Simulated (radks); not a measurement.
Values are calculated unless marked as measured or tabulated.
Hg3+, 77 electrons, occupied as [Xe] 4f13.5 5d9 6p0.5 (fractional occupations, a model configuration). Level of theory: scalar-relativistic Kohn-Sham, PBE, spin-unpolarised, spherical densities, point nucleus (a radial shooting solver on a logarithmic mesh with Libxc functionals). Some entries of the table are withheld. Estimate them.

orbital,occ.,eigenvalue (eV),<1/r> (bohr^-1)
1s,2,-83232.58,97.67
2s,2,-14788.27,22.91
2p,6,-12755.87,20.28
3s,2,-3544.514,8.490
3p,6,-2957.453,7.720
3d,10,-2340.509,7.259
4s,2,-813.8303,3.649
4p,6,-621.0987,3.290
4d,10,-392.7136,2.955
5s,2,-157.6593,(1)
4f,13.5,-139.6180,2.552
5p,6,-105.0346,(2)
5d,9,-45.6574,0.9648
6p,0.5,-25.2381,0.4692

Answer. 
(1) 5s <1/r> (bohr^-1): 1.520
(2) 5p <1/r> (bohr^-1): 1.300
